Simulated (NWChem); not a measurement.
CH$_{6}$GaN; SMILES C[NH][GaH2]

```xyz
9

Ga    -0.0489    -0.8322     0.0000
H      1.0900    -1.9137     0.0000
H     -1.6069    -1.0419     0.0000
N      0.5091     0.9124     0.0000
C     -0.2991     2.1156     0.0000
H      1.5150     1.1038     0.0000
H     -0.1216     2.7550    -0.8963
H     -0.1216     2.7550     0.8963
H     -1.3759     1.8493     0.0000
```
Atoms are numbered in this order, from 1.

Level: PBE-D3(BJ)/def2-SVP (NWChem), optimised geometry, unscaled harmonic frequencies. 

```json
[
 {"frequency (cm⁻¹)": "166", "IR intensity (km/mol)": "4.8"},
 {"frequency (cm⁻¹)": "224", "IR intensity (km/mol)": "1.0"},
 {"frequency (cm⁻¹)": "281", "IR intensity (km/mol)": "10.8"},
 {"frequency (cm⁻¹)": "485", "IR intensity (km/mol)": "46.5"},
 {"frequency (cm⁻¹)": "525", "IR intensity (km/mol)": "134.3"},
 {"frequency (cm⁻¹)": "587", "IR intensity (km/mol)": "2.2"},
 {"frequency (cm⁻¹)": "625", "IR intensity (km/mol)": "68.6"},
 {"frequency (cm⁻¹)": "692", "IR intensity (km/mol)": "73.9"},
 {"frequency (cm⁻¹)": "1048", "IR intensity (km/mol)": "15.7"},
 {"frequency (cm⁻¹)": "1093", "IR intensity (km/mol)": "0.1"},
 {"frequency (cm⁻¹)": "1131", "IR intensity (km/mol)": "69.5"},
 {"frequency (cm⁻¹)": "1335", "IR intensity (km/mol)": "16.0"},
 {"frequency (cm⁻¹)": "1395", "IR intensity (km/mol)": "30.2"},
 {"frequency (cm⁻¹)": "1410", "IR intensity (km/mol)": "2.3"},
 {"frequency (cm⁻¹)": "1440", "IR intensity (km/mol)": "4.1"},
 {"frequency (cm⁻¹)": "1932", "IR intensity (km/mol)": "52.7"},
 {"frequency (cm⁻¹)": "1946", "IR intensity (km/mol)": "209.5"},
 {"frequency (cm⁻¹)": "2912", "IR intensity (km/mol)": "112.7"},
 {"frequency (cm⁻¹)": "2966", "IR intensity (km/mol)": "39.3"},
 {"frequency (cm⁻¹)": "3041", "IR intensity (km/mol)": "13.6"},
 {"frequency (cm⁻¹)": "3500", "IR intensity (km/mol)": "13.3"}
]
```

```
Property                                                                            Value
-----------------------------------------------------------------------  ----------------
zero-point energy                                                           41.1 kcal/mol
thermal correction to the enthalpy at 298.15 K (with zero-point energy)     45.0 kcal/mol
heat capacity Cv                                                         18.0 cal/(mol K)
entropy at 298.15 K and 1 atm (symmetry number 1)                        72.5 cal/(mol K)
dipole moment                                                                      1.32 D
```

Rigid rotor and harmonic oscillator.
